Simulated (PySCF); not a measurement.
## Dipole response of Mn+ (manganese, charge +1)

[Ar] 3d4 4s2, high-spin 5D determinant (an excited configuration). All numbers are calculated (PySCF 2.14, no relativity, point nucleus, in def2-QZVPPD (11s6p5d4f2g, 100 functions)). Coupled (time-dependent) response in atomic units; α is the mean over directions.

| method | mean α (bohr³) | α xx, yy, zz | C₆ (like pair) | S(−4) |
| --- | --- | --- | --- | --- |
| UHF | 40.93 | 41.15, 41.15, 40.49 | 293.2 | 914.0 |
| PBE | 35.17 | 35.70, 35.70, 34.10 | 238.6 | 654.5 |

S(−4) is the Cauchy moment in α(ω) = α(0) + S(−4) ω² + …

α(iu) at PBE:

```tsv
u (hartree)	α(iu) (bohr³)
0	35.17
0.0500	33.62
0.100	29.82
0.200	20.98
0.300	14.50
0.500	7.925
0.750	4.701
1.00	3.254
1.50	1.953
2.00	1.350
3.00	0.7780
5.00	0.3616
```

A single London oscillator, α(iu) = α/(1 + u²/ω²), gives C₆ = (3/4) ω α². Matching the computed C₆ needs ω = 4 × 238.6 / (3 × 35.17²) = 0.257 hartree.

For an ion, C₆ is the dispersion term alone; charge-induced terms of lower order in 1/R come first.

The components differ because the open shell of this determinant is not spherical; for a pure term their mean is the scalar polarisability.
